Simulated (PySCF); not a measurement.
**Exercise with solution: dipole moment from atomic charges**

In(Cl)2(SH) (Cl₂HInS), SMILES [In]([Cl])([Cl])[SH]. Atoms are numbered in the order given.

```xyz
5

In     0.0190    -0.0017     0.0000
Cl     1.5267     1.7960     0.0000
Cl    -2.2754     0.5158     0.0000
S      0.7689    -2.2795     0.0000
H     -0.5034    -2.7469     0.0000
```
Charge 0, spin multiplicity 1.

Coordinates come from a B3LYP-D3(BJ)/def2-SVP optimisation. The def2 effective core potentials stand for the cores of In; spin–orbit coupling is left out. One conformer was computed; it need not be the lowest.

Charges (e) from CAM-B3LYP/def2-TZVP run with PySCF:

| atom | ESP fit | Mulliken |
|---|---|---|
| In1 | 0.624 | 0.821 |
| Cl2 | -0.239 | -0.330 |
| Cl3 | -0.271 | -0.335 |
| S4 | -0.268 | -0.326 |
| H5 | 0.154 | 0.170 |

The dipole moment of the full density is 1.82 D.

Q: What dipole moment does each set of point charges give, and which comes closer to that of the density?

A: 
μ = Σ q r, and 1 e Å = 4.8032 D.
ESP fit: Σ q r = (-0.020, -0.382, 0.000) e Å, |μ| = 1.84 D.
Mulliken: Σ q r = (-0.062, -0.491, 0.000) e Å, |μ| = 2.38 D.
ESP fit comes closer in size. Point charges leave out the atoms' own dipoles (lone pairs, polarised bonds); fits to the potential absorb them, partitions of the density don't.
